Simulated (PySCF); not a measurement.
C7H4F (doublet state).
Numbering: `[CH:1]#[C:2][C:3]1=[C:4]([F:5])[CH2:6][CH:7]=[C:8]1` (hydrogens: H9 on C1; H10, H11 on C6; H12 on C7)

Method: PySCF 2.14.0, UKS B3LYP, pcH-1 on C F H, non-relativistic, mean-field spin-orbit, GIAO. Geometry: GFN2-xTB; no solvent, vibrations or thermal averaging. A GFN2-xTB geometry isn't a minimum of the functional, and hyperfine couplings can be far from their values at a DFT geometry. The SCF solution wasn't tested for stability.

Principal values of hyperfine tensors in MHz (contact and dipolar terms together), for some of the nuclei:

```json
{"atom": "C8", "isotope": "13C", "A1": "395.77", "A2": "417.25", "A3": "611.86", "alike by the symmetry of this geometry": "none"}
{"atom": "C4", "isotope": "13C", "A1": "61.13", "A2": "64.86", "A3": "67.10", "alike by the symmetry of this geometry": "none"}
{"atom": "C6", "isotope": "13C", "A1": "44.33", "A2": "45.82", "A3": "66.26", "alike by the symmetry of this geometry": "none"}
{"atom": "H12", "isotope": "1H", "A1": "38.97", "A2": "40.65", "A3": "57.38", "alike by the symmetry of this geometry": "none"}
{"atom": "C3", "isotope": "13C", "A1": "32.67", "A2": "38.15", "A3": "58.25", "alike by the symmetry of this geometry": "none"}
{"atom": "F5", "isotope": "19F", "A1": "-8.59", "A2": "14.92", "A3": "50.69", "alike by the symmetry of this geometry": "none"}
{"atom": "C7", "isotope": "13C", "A1": "-8.32", "A2": "17.57", "A3": "37.58", "alike by the symmetry of this geometry": "none"}
{"atom": "H11", "isotope": "1H", "A1": "-7.32", "A2": "-4.72", "A3": "2.02", "alike by the symmetry of this geometry": "H10"}
```

Q: Split each tensor into its isotropic and traceless parts, and turn a_iso into mT with g = 2.0022.

A: a_iso = (A1 + A2 + A3)/3, Ti = Ai − a_iso; 1 mT corresponds to 28.023 MHz.

```
atom  a_iso (MHz)  a_iso (mT)      T1      T2      T3
  C8       474.96      16.949  -79.19  -57.71  136.90
  C4        64.36       2.297   -3.24    0.50    2.74
  C6        52.14       1.860   -7.81   -6.32   14.12
 H12        45.67       1.630   -6.70   -5.01   11.71
  C3        43.02       1.535  -10.35   -4.87   15.23
  F5        19.00       0.678  -27.60   -4.09   31.68
  C7        15.61       0.557  -23.93    1.96   21.97
 H11        -3.34      -0.119   -3.98   -1.38    5.36
```

Q: What spin density at the nucleus of F5 lies behind its contact coupling (g_N = 5.25774)?

A: a_FC = (2μ0/3) gₑ μB g_N μN ρ(0)/(2S·h) = 800.24 MHz × g_N × ρ(0)/(2S), with ρ in bohr⁻³. With a_FC = 19.00 MHz and 2S = 1, ρ(0) = 0.004516 bohr⁻³.

Q: C2 (13C, g_N = 1.40482) isn't in the table. Its spin density at the nucleus is 0.006812 bohr⁻³. What is its contact coupling?

A: By the same relation, a_FC = 7.66 MHz. Its full tensor has the principal values 6.29, 6.73, 9.95 MHz.

Q: Which nucleus of the table has the largest anisotropic coupling, and what is its form?

A: C8: -79.2, -57.7, 136.9 MHz, rhombic: the two smaller values differ by 16 % of the largest.

Q: What first-order splitting does C6 cause when the field lies along A1, A2 or A3 of its tensor (g taken as isotropic, no quadrupole term)?

A: 2 lines (I = 1/2), spaced by |A_i|/(g × 13.996): 1.58, 1.63, 2.36 mT along the axes of A1, A2 and A3.

Time: 57 s wall (grids of density and orbitals included); peak memory 0.86 GiB. Hardware: Arm Neoverse V1, one thread, no GPU, shared host with 32 logical CPUs at a one-minute load of 31.
